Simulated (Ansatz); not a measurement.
Consider the substitution at a C–O bond: `CC#COC` + `[CH3][Sn][OH]` → `C[O][Sn][CH3]` + `CC#CO`.

Isolated molecules relaxed with PBE0-D4/def2-TZVP in Ansatz; ΔE leaves out vibrations. CCSD(T)/CBS is the MP2 limit (def2-TZVPP, def2-QZVPP) plus CCSD(T) − MP2 in def2-TZVPP, frozen cores. Functionals use def2-TZVPP. B3LYP here is the variant with VWN-RPA as its local correlation; programs differ in this. Elements past krypton have def2 core potentials. For Sn outer-core shells are correlated without core-valence functions, which leaves a few kJ/mol of doubt a bond. Each species was taken in one conformer, which may not be the lowest.

```json
{"level": "PBE-D4", "ΔE (kcal/mol)": "3.1"}
{"level": "B3LYP-D4", "ΔE (kcal/mol)": "3.4"}
{"level": "ωB97M-V", "ΔE (kcal/mol)": "3.9"}
{"level": "PBE", "ΔE (kcal/mol)": "3.6"}
```

Question: What does CCSD(T)/CBS give? (An estimate is asked.)

Answer: The calculation gave: +3.8 kcal/mol. The listed levels differ from it by -0.7, -0.4, 0.1, -0.2 kcal/mol.

Largest T1 diagnostic among the species: 0.017.

The D4 term adds −0.8 kcal/mol with B3LYP and −0.4 kcal/mol with PBE0; it sums over pairs of atoms, weighted by their polarisabilities, and B3LYP, whose exchange is more repulsive, gets the larger term.
